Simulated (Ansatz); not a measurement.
`[AlH2][InH][Cl]` + HI → `[Cl][InH][I]` + `[AlH3]` at 600 K and 1 bar (cleavage of the In–Al bond).

Program: Ansatz. Geometries: PBE0-D4/def2-TZVP. ΔE: electronic, gas phase. CBS: MP2 limit from def2 TZ/QZ plus the TZ coupled-cluster correction, frozen cores. This one scheme is used for every species. Elements past krypton have def2 core potentials. For I, In outer-core shells are correlated without core-valence functions, which leaves a few kJ/mol of doubt a bond.

| species | CCSD(T)/CBS energy (Eh) | H − E (kJ/mol) | S (J/(mol·K)) |
| --- | --- | --- | --- |
| `[AlH2][InH][Cl]` | -893.43813 | 103.1 | 421.8 |
| HI | -298.03592 | 31.6 | 227.0 |
| `[Cl][InH][I]` | -947.72945 | 57.7 | 388.3 |
| `[AlH3]` | -243.78045 | 74.2 | 242.3 |

H − E and S are ideal-gas, rigid-rotor, harmonic terms from PBE0-D4/def2-TZVP. 1 Eh = 2625.50 kJ/mol, R = 8.31446 J/(mol·K).

By hand: ΔE, ΔH, ΔS and ΔG.

ΔE = (-947.72945) + (-243.78045) − (-893.43813) − (-298.03592) = -0.03585 Eh = -94.1 kJ/mol. Δ(H − E) = 57.7 + 74.2 − 103.1 − 31.6 = -2.8, so ΔH = -96.9 kJ/mol. ΔS = 388.3 + 242.3 − 421.8 − 227.0 = -18.2 J/(mol·K). ΔG = -96.9 − 600 × (-18.2)/1000 = -86.0 kJ/mol.

By hand: the equilibrium constant, and the temperature at which ΔG would vanish if ΔH and ΔS stayed fixed.

log₁₀ K = −ΔG/(RT ln 10) = 7.5. ΔG = 0 at ΔH/ΔS = 5324 K, far beyond where these terms or the molecules hold.

ΔH outweighs TΔS. A doubt of 5 kJ/mol in ΔE shifts log₁₀ K by 0.4 here. Modes under 60 cm⁻¹, often nearly free rotors, make the harmonic entropy too high. These are equilibria of isolated gas molecules and say nothing of rates. Largest T1 diagnostic: 0.014 (customary marks: 0.02 for closed shells, 0.045 for open ones).
